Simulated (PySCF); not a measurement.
# Bi⁺: ionisation energy

Bi⁺ [Xe] 4f14 5d10 6s2 6p2 (3P) → Bi²⁺ [Xe] 4f14 5d10 6s2 6p1 (2P), as a difference of total energies. Computed with PySCF 2.14 in aug-cc-pV5Z-PP with ECP60MDF (8s8p6d4f3g2h, 139 functions), with scalar relativity through the core potential. Correlated levels: valence: 5s2 5p6 5d10 frozen. The calculations carry no spin-orbit coupling.

```json
{"method": "UHF", "ionisation energy (eV)": "15.307"}
{"method": "MP2 (valence)", "ionisation energy (eV)": "15.624"}
{"method": "SCS-MP2 (valence)", "ionisation energy (eV)": "15.565"}
{"method": "CCSD (valence)", "ionisation energy (eV)": "15.649"}
{"method": "CCSD(T) (valence)", "ionisation energy (eV)": "15.668"}
```

Problem. How much does correlation contribute at CCSD(T) (valence)?

Solution. 15.668 − (15.307) = 0.361 eV, measured against UHF.

Spin-orbit coupling is strong in these open shells (close to jj coupling). The scalar numbers leave it out and a first-order estimate fails, so it can dominate the gap to the real levels.

For comparison: 16.703 eV (measured; NIST Atomic Spectra Database, ionization energies).
